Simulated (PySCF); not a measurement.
## K₂⁺: energy against distance

Set-up: K pcseg-1; no relativity (PySCF 2.14). Energies in eV from K⁺ + K in their ground configurations at the same level. State: ²Σg⁺ (doublet), unpaired electrons σ ↑.

```tsv
R (Å)	PBE	UHF-CCSD(T)	r²SCAN	UHF-SCS-MP2
3.928	-0.8202		-0.7794	-0.7028
4.110	-0.8697	-0.7778	-0.8332	-0.7688
4.293	-0.8987	-0.8171	-0.8633	-0.8097
4.430	-0.9098	-0.8327	-0.8736	-0.8266
4.567	-0.9134	-0.8385	-0.8754	-0.8334
4.704	-0.9109	-0.8359	-0.8703	-0.8318
4.887	-0.9004	-0.8215	-0.8549	-0.8187
5.115	-0.8786	-0.7899	-0.8255	-0.7884
5.389	-0.8445	-0.7371	-0.7801	-0.7368
5.754	-0.7931		-0.7113	-0.6519
```

Put a parabola through the three lowest points of the PBE curve and estimate Re, k and ωe (reduced mass 19.48 u; 1 eV/Å² = 0.16022 mdyn/Å; ωe = 1302.8·√(k/μ) cm⁻¹).

Through R = 4.43, 4.567, 4.704 Å the second-order coefficient is 0.163 eV/Å², so Re ≈ 4.579 Å, k ≈ 0.0521 mdyn/Å and ωe ≈ 67 cm⁻¹. A polynomial fit of higher order to the unrounded PBE energies gives Re = 4.576 Å, k = 0.0506 mdyn/Å, ωe = 66.4 cm⁻¹; anharmonicity and rounding make the difference.

The higher-order fit for each curve: PBE: Re = 4.576 Å, ωe = 66.4 cm⁻¹, De = 0.91 eV; UHF-CCSD(T): Re = 4.589 Å, ωe = 77.9 cm⁻¹, De = 0.84 eV; r²SCAN: Re = 4.530 Å, ωe = 73.6 cm⁻¹, De = 0.88 eV; UHF-SCS-MP2: Re = 4.607 Å, ωe = 77.5 cm⁻¹, De = 0.83 eV.

Correlated steps freeze 10 core orbitals. Correlated levels converge slowly with the basis: in double zeta they bind strong bonds too weakly, by up to about 1 eV, and carry superposition errors of some tenths. The state is the lowest determinant that a PBE0 search found; another state may lie lower at other levels.
